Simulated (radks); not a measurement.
Values are calculated unless marked as measured or tabulated.
Task: These are the eigenvalues of the occupied orbitals of an atom or ion with whole-number occupations (Ry). Level of theory: scalar-relativistic Kohn-Sham, LDA (Slater exchange, VWN5 correlation), spin-polarised, spherical densities, finite nucleus; Fermi nuclear charge, rms radius of each element as measured or else 0.836 A^(1/3) + 0.57 fm (a radial shooting solver on a logarithmic mesh with Libxc functionals).

orbital  eigenvalue
1s up     -295.7276
1s down   -295.6388
2s up     -36.37033
2s down   -36.27778
2p up     -30.64585
2p down   -30.53243
3s up      -8.71275
3s down    -8.32738
3p up      -7.21729

Which element is it, and in what charge state? The configuration may be excited. Open shells, if any, are filled with parallel spins first.

Result: Z = 20, calcium, charge +5: Ca5+ in [Ne] 3s2 3p3. The list shows which subshells hold electrons but not how many an open one holds; the 1s level, -147.86 hartree, gives Z - s = 17.2 by -(Z - s)^2/2, which with screening and relativity narrows Z to a few neighbours, and the depths of the outer levels then fix element, charge and occupations together.
